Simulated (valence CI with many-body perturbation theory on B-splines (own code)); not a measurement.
**Rb4+: electric-dipole lines**

Level of theory: relativistic CI+MBPT: five valence electrons over a frozen Dirac-Fock core [Ar] 3d10, a basis of 11 s, 11 p, 10 d, 8 f, 5 g, 2 h functions for each j, with the one-electron correlation potential Σ1 (screened to all orders), the two-electron term Σ2, the three-electron term Σ3, Breit, model QED; selected single and double excitations, second order for the rest, scaled by the run's own slope (own B-spline code, finite nucleus).

Against 17 measured levels this calculation errs by 116 cm⁻¹ on average and by 227 at most. These come from a selection out of Sansonetti, J. Phys. Chem. Ref. Data 35, 301 (2006). Levels without a partner in it may be off by more. Among the levels kept, up to 3400 cm⁻¹ of a level comes from second order outside the variational space, and about a tenth of that is noise between levels of different J, which matters for small intervals. 2 measured levels below the end of the list, from 268680 cm⁻¹ on, found no clear computed partner, and computed levels of the same name lie up to 4452 cm⁻¹ from them.

Lines 51 to 100 of 599 in falling wavelength, among levels below 402620 cm⁻¹, chosen from the strongest by gf and those to the six lowest levels. Wavelengths and rates use the calculated energies, so an error of 100 cm⁻¹ moves a line at 219.8 nm by 0.22 % and its rate by three times that or more. Electric multipoles are in the length gauge, E1 and E2 with the static RPA response of the core. Weak lines are less certain than strong ones. Lines between different terms over intervals too small for the method are left out, as are lines whose strength nearly cancels. Where a level lies close to another of its J and parity, the split of strength between their lines is uncertain. The highest levels of a list are the least certain.

Names give the largest LS component (configuration and term), which can be under half, so a name can repeat, a term be missing and a line seem to break the LS rules; names also repeat where a configuration has a term twice. Letters in brackets count levels of one name in rising energy.

```
λ vac (nm)                 Upper                 Lower   A (s⁻¹)  log gf  Branch %
     219.8      4s²4p²5p ⁴P°_5/2       4s²4p²5s ²P_3/2  2.11e+08   -0.04       9.1
     219.7  4s²4p²5p ²D°_5/2 [b]       4s²4p²5s ²D_3/2  1.06e+08   -0.34       5.3
     219.6  4s²4p²5p ²D°_3/2 [c]       4s²4p²5s ²D_5/2  2.00e+08   -0.24       9.2
     217.8      4s²4p²5p ²F°_7/2       4s²4p²5s ²D_5/2  3.94e+08    0.35      18.6
     217.6  4s²4p²5p ²P°_1/2 [c]       4s²4p²5s ²S_1/2  4.27e+08   -0.22      18.8
     216.4  4s²4p²5p ²P°_3/2 [a]       4s²4p²5s ²P_3/2  3.03e+08   -0.07      14.4
     216.1  4s²4p²5p ²D°_5/2 [b]       4s²4p²5s ²D_5/2  2.99e+08    0.10      14.9
     215.3   4s4p³4d ⁴D°_7/2 [a]       4s²4p²5s ²D_5/2  7.97e+07   -0.35       8.0
     213.1      4s²4p²5p ⁴D°_5/2   4s²4p²4d ²P_3/2 [c]  7.80e+07   -0.50       3.0
     211.4  4s²4p²5p ²P°_3/2 [c]       4s²4p²5s ²S_1/2  4.85e+08    0.11      19.7
     210.7      4s²4p²5p ⁴D°_3/2   4s²4p²4d ²P_1/2 [b]  1.10e+08   -0.53       4.3
     209.9      4s²4p²5p ⁴S°_3/2       4s²4p²5s ⁴P_5/2  4.66e+08    0.09      17.8
     209.0  4s²4p²5p ²P°_1/2 [a]       4s²4p²5s ²P_3/2  1.02e+08   -0.88       4.4
     208.0      4s²4p²5p ⁴P°_1/2       4s²4p²5s ⁴P_3/2  3.84e+08   -0.30      14.6
     206.8  4s²4p²5p ²D°_3/2 [b]       4s²4p²5s ⁴P_3/2  1.20e+08   -0.51       5.1
     200.0  4s²4p²5p ²D°_3/2 [b]   4s²4p²4d ²P_3/2 [c]  8.39e+07   -0.70       3.6
     198.3  4s²4p²5p ²D°_5/2 [a]   4s²4p²4d ²P_3/2 [c]  7.16e+07   -0.60       3.1
     197.1  4s²4p²5p ²P°_3/2 [a]       4s²4p²5s ²P_1/2  1.32e+08   -0.51       6.3
     195.9  4s²4p²5p ²P°_1/2 [b]       4s²4p²5s ²D_3/2  4.43e+08   -0.29      16.4
     195.5      4s²4p²5p ⁴P°_5/2       4s²4p²5s ⁴P_5/2  2.24e+08   -0.11       9.7
     193.5  4s²4p²5p ²D°_3/2 [a]   4s²4p²4d ²P_1/2 [b]  1.05e+08   -0.63       4.7
     190.9  4s²4p²5p ²P°_1/2 [a]       4s²4p²5s ²P_1/2  2.44e+08   -0.57      10.6
     190.4  4s²4p²5p ²D°_3/2 [b]       4s²4p²5s ⁴P_1/2  1.06e+08   -0.64       4.5
     189.3   4s²4p²5d ²D_3/2 [a]  4s²4p²5p ²P°_1/2 [b]  1.44e+08   -0.51       3.1
     185.5      4s²4p²5p ²F°_5/2       4s²4p²5s ²P_3/2  7.94e+07   -0.61       3.3
     183.5  4s²4p²5p ²P°_3/2 [b]       4s²4p²5s ²D_3/2  4.18e+08   -0.07      16.7
     181.1      4s²4p²5p ⁴P°_5/2       4s²4p²5s ⁴P_3/2  5.29e+07   -0.81       2.3
     181.0  4s²4p²5p ²P°_3/2 [b]       4s²4p²5s ²D_5/2  3.88e+08   -0.12      15.5
     178.5  4s²4p²5p ²D°_5/2 [b]       4s²4p²5s ²P_3/2  8.42e+07   -0.62       4.2
     177.7   4s²4p²5d ²F_7/2 [a]  4s²4p²5p ²D°_5/2 [b]  4.64e+07   -0.75       1.1
     175.9      4s²4p²5p ⁴P°_5/2   4s²4p²4d ²F_7/2 [b]  8.91e+07   -0.61       3.8
     175.2       4s²4p²5d ²P_3/2  4s²4p²5p ²P°_3/2 [a]  1.22e+08   -0.65       3.8
     172.6       4s²4p²6s ²P_3/2  4s²4p²5p ²P°_3/2 [b]  7.97e+07   -0.85       0.8
     171.0   4s²4p²5d ²D_5/2 [a]  4s²4p²5p ²D°_3/2 [c]  6.42e+07   -0.77       1.2
     167.4       4s²4p²5d ⁴D_3/2  4s²4p²5p ²P°_3/2 [a]  1.91e+08   -0.49       5.4
     167.1  4s²4p²5p ²D°_3/2 [c]       4s²4p²5s ²P_1/2  1.19e+08   -0.70       5.5
     167.0   4s²4p²5d ²D_5/2 [a]      4s²4p²5p ²F°_5/2  8.34e+07   -0.68       1.6
     165.0   4s²4p²5d ²D_5/2 [b]  4s²4p²5p ²P°_3/2 [b]  8.36e+08    0.31      15.8
     162.4  4s²4p²5p ²P°_1/2 [b]       4s²4p²5s ²P_3/2  3.32e+08   -0.58      12.3
     161.5   4s²4p²5d ²D_3/2 [b]  4s²4p²5p ²P°_1/2 [b]  3.99e+08   -0.21       7.8
     160.0   4s²4p²5d ²P_1/2 [a]  4s²4p²5p ²P°_1/2 [a]  5.74e+08   -0.36      15.4
     156.6       4s²4p²5d ⁴F_5/2  4s²4p²5p ²D°_3/2 [a]  1.43e+08   -0.50       5.0
     156.4       4s²4p²5d ⁴D_5/2      4s²4p²5p ⁴P°_5/2  4.25e+08   -0.03      12.5
     156.2       4s²4p²5d ⁴P_3/2      4s²4p²5p ⁴P°_5/2  1.95e+08   -0.55       4.5
     155.9   4s²4p²5d ²P_1/2 [b]  4s²4p²5p ²P°_1/2 [b]  9.55e+08   -0.16      29.6
     155.9   4s²4p²5d ²P_1/2 [a]  4s²4p²5p ²P°_3/2 [a]  2.27e+08   -0.78       6.1
     155.3       4s²4p²5d ⁴F_7/2  4s²4p²5p ²D°_5/2 [a]  8.99e+07   -0.59       3.9
     154.7       4s²4p²5d ²P_3/2  4s²4p²5p ²D°_3/2 [b]  1.20e+08   -0.76       3.7
     154.3  4s²4p²5p ²P°_3/2 [b]   4s²4p²4d ²D_5/2 [c]  1.83e+08   -0.58       7.3
     153.9  4s²4p²5p ²P°_3/2 [b]       4s²4p²5s ²P_3/2  1.85e+08   -0.58       7.4
```
